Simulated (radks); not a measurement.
Q: Spherical quantum dot in the effective-mass picture: electrons in a hard-walled sphere of radius 3.57, with a point charge +2 (a donor) at the centre, all in effective atomic units (hartree* = m*/eps^2 hartree, bohr* = eps/m* bohr), one dielectric constant everywhere. Calculated with a radial shooting solver with Libxc functionals: non-relativistic Kohn-Sham, r2SCAN, spin-polarised, spherical densities, generalised Kohn-Sham scheme. Levels are named by radial order and angular momentum (1s, 1p, 1d, 2s, ...), and open shells are averaged over m. Results are scaled to m* = 0.321 and eps = 7.7, for which hartree* = 147.3 meV and bohr* = 1.269 nm. At N = 7 the configuration is 1s2 1p(up 3, down 2). Does electron 8 go into 1p down or 2s down or 2s up?

A: Into 1p down. The total energies of the other choices lie higher by 11.6 meV (2s up), 14.8 meV (2s down).
